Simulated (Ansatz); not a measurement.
Calculated with Ansatz (gas phase, PBE0-D4/def2-TZVP geometries, no zero-point term in ΔE). CBS: MP2 limit from def2 TZ/QZ plus the TZ coupled-cluster correction, frozen cores. This one scheme is used for every species, atoms too. DFT in def2-TZVPP. HSE06 is defined as in plane-wave codes. No spin–orbit coupling; open shells (•) take unrestricted orbitals. Spin–orbit coupling would lower the free atoms: a little for Al, Cl, Si. One conformer a species, not always the lowest.

Reaction (atomization): `[SiH3][N]([SiH3])[AlH][Cl]` → Al• + Cl• + 7 H• + N• + 2 Si•

```json
{"level": "revPBE-D4", "ΔE (kJ/mol)": "3666.6", "difference from CCSD(T)/CBS": "-117.9"}
{"level": "B2PLYP", "ΔE (kJ/mol)": "3713.5", "difference from CCSD(T)/CBS": "-71.0"}
{"level": "PBE-QIDH", "ΔE (kJ/mol)": "3719.7", "difference from CCSD(T)/CBS": "-64.8"}
{"level": "PBE", "ΔE (kJ/mol)": "3690.9", "difference from CCSD(T)/CBS": "-93.6"}
{"level": "HSE06", "ΔE (kJ/mol)": "3685.1", "difference from CCSD(T)/CBS": "-99.4"}
{"level": "HF/def2-QZVPP", "ΔE (kJ/mol)": "2848.2", "difference from CCSD(T)/CBS": "-936.3"}
{"level": "MP2/cc-pV(D+d)Z", "ΔE (kJ/mol)": "3455.6", "difference from CCSD(T)/CBS": "-328.9"}
{"level": "CCSD(T)/cc-pV(D+d)Z", "ΔE (kJ/mol)": "3431.8", "difference from CCSD(T)/CBS": "-352.7"}
{"level": "MP2/CBS(cc)", "ΔE (kJ/mol)": "3811.0", "difference from CCSD(T)/CBS": "26.5"}
{"level": "CCSD(T)/CBS(cc)", "ΔE (kJ/mol)": "3790.1", "difference from CCSD(T)/CBS": "5.6"}
{"level": "CCSD(T)/CBS", "ΔE (kJ/mol)": "3784.5", "difference from CCSD(T)/CBS": "0"}
```

Q: What do rigid-rotor, harmonic-oscillator terms from PBE0-D4/def2-TZVP frequencies (298.15 K, 1 bar) make of the CCSD(T)/CBS value? (Best estimate.)

A: Ansatz gave: ΔZPE = -172.6 kJ/mol, ΔH = +3659.6 kJ/mol, ΔS = 1224 J/(mol·K), ΔG = +3294.7 kJ/mol. Open shells count their whole term as degenerate. Modes under 50 cm⁻¹ make the entropy rough.

Largest T1 diagnostic among the species: 0.018.

In def2-TZVPP, CCSD(T) changes the Hartree–Fock value by +835.0 kJ/mol (the triples alone add +42.4 kJ/mol) and MP2 by +855.6 kJ/mol; breaking electron pairs costs correlation energy, which Hartree–Fock lacks. Leaving LDA and LC-ωPBE aside and taking each functional with its dispersion term where it has one, the values, not all of them listed here, spread over 139.4 kJ/mol, from revPBE-D4 to ωB97X-V. LDA lies +457.6 kJ/mol from PBE without D4, its usual overbinding.

For atomizations the MP2-based limit and the directly extrapolated one differ by several kJ/mol either way, and by 10 to 25 for some Ge, Se and Sn compounds, so smaller differences from it don't rank the levels.
